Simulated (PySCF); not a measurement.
B$_{2}$H$_{4}$NO, CH$_{5}$AlBN (calculated)

All values are calculated (PySCF 2.14.0). Calculation on a computer-drawn molecule: the log of a Hartree-Fock and frozen-core CCSD(T) single point meant for a local Hartree-Fock minimum, with one planted fault or none, to be diagnosed. Offsets are logged minus clean, where the clean run is the same molecule without the fault. The reference is restricted for singlets and unrestricted otherwise, and also for a bond in bohr or an excited solution. Adding or removing an electron swaps singlet and doublet. The excited solution moves the top pair (singlet) or top alpha electron (doublet) to the lowest empty orbital. Highest occupied and lowest empty are orbital energies over both spins, largest force is the largest gradient component, triples share is (T) over the correlation energy, the T1 limit is 0.02 restricted and 0.045 unrestricted, electrons count all cores, a negative frequency is imaginary (commonest isotopes), and the dipole is about the centre of nuclear charge.

Common to all runs: meant multiplicity 1; logged SCF converged yes; logged spin squared 0; logged CC converged yes; logged SCF stable within its kind yes; possible faults no fault, one electron removed, one electron added, multiplicity raised by two, geometry at a saddle point, SCF held on an excited solution, minimal basis STO-3G, one bond length entered in bohr, all coordinates scaled.

(1) B$_{2}$H$_{4}$NO

Logged structure:
```xyz
8
B2H4NO
N     -0.3841     1.7115     0.5208
B      0.5688     0.8964     0.4622
B      3.1204    -1.1559     0.1915
O      3.0246    -2.2446     1.2237
H     -1.1442     2.3265     0.5984
H      4.1686    -0.4820     0.3205
H      3.1189    -1.6165    -0.9736
H      3.7642    -2.8160     1.1250
```

* meant charge: -1
* meant basis: aug-cc-pVDZ
* logged electrons: 30
* logged basis functions: 128
* logged highest occupied: -3.3192 eV
* logged lowest empty: 3.4956 eV
* logged largest force: 0.054835 hartree/bohr
* logged T1 diagnostic: 0.020358
* logged D1 diagnostic: 0.070801
* logged triples share: 0.036811
* logged dipole magnitude: 4.0145 debye
* logged energy HF: -180.9809 hartree
* logged energy CCSD(T): -181.60334 hartree
* planted fault: one bond length entered in bohr, row 2 of the drawn bonds
* HF energy offset from clean run: 60.56 kcal/mol
* CCSD(T) energy offset from clean run: 62.6 kcal/mol

Drawn bonds:
```tsv
atom	other atom	order
1	2	2
2	3	1
3	4	1
1	5	1
3	6	1
3	7	1
4	8	1
```

(2) B$_{2}$H$_{4}$NO

Logged structure:
```xyz
8
B2H4NO
N     -0.3883     1.7303     0.5265
B      0.5751     0.9063     0.4673
B      1.9402    -0.1917     0.3224
O      1.8433    -1.2924     1.3660
H     -1.1567     2.3521     0.6050
H      2.9999     0.4896     0.4529
H      1.9387    -0.6573    -0.8554
H      2.5911    -1.8701     1.2662
```

* meant charge: -1
* meant basis: aug-cc-pVDZ
* logged electrons: 30
* logged basis functions: 128
* logged highest occupied: -4.9497 eV
* logged lowest empty: 3.6678 eV
* logged largest force: 0.01189 hartree/bohr
* logged T1 diagnostic: 0.015624
* logged D1 diagnostic: 0.036437
* logged triples share: 0.035321
* logged dipole magnitude: 1.4346 debye
* logged energy HF: -181.07648 hartree
* logged energy CCSD(T): -181.7047 hartree
* planted fault: all coordinates scaled, by +1.1 %
* HF energy offset from clean run: 0.5792 kcal/mol
* CCSD(T) energy offset from clean run: -0.9997 kcal/mol

Drawn bonds:
```tsv
atom	other atom	order
1	2	2
2	3	1
3	4	1
1	5	1
3	6	1
3	7	1
4	8	1
```

(3) CH$_{5}$AlBN

Logged structure:
```xyz
9
CH5AlBN
N     -3.1762    -1.9614    -0.2173
B     -2.1892    -2.0124    -0.9548
C     -0.8871    -2.0404    -1.7776
Al     0.6466    -1.5144    -0.6498
H     -4.0119    -1.9447     0.3017
H     -0.7347    -3.0509    -2.1711
H     -0.9844    -1.3519    -2.6236
H      1.0615     0.0068    -0.5523
H      1.4563    -2.6202     0.1359
```

- meant charge: 0
- meant basis: cc-pV(D+d)Z
- logged electrons: 36
- logged basis functions: 29
- logged highest occupied: -8.0492 eV
- logged lowest empty: 8.4749 eV
- logged largest force: 0.084514 hartree/bohr
- logged T1 diagnostic: 0.01675
- logged D1 diagnostic: 0.05137
- logged triples share: 0.026512
- logged dipole magnitude: 0.72651 debye
- logged energy HF: -357.45041 hartree
- logged energy CCSD(T): -357.69489 hartree
- planted fault: minimal basis STO-3G
- HF energy offset from clean run: 2762 kcal/mol
- CCSD(T) energy offset from clean run: 2926 kcal/mol

Drawn bonds:
```tsv
atom	other atom	order
1	2	2
2	3	1
3	4	1
1	5	1
3	6	1
3	7	1
4	8	1
4	9	1
```
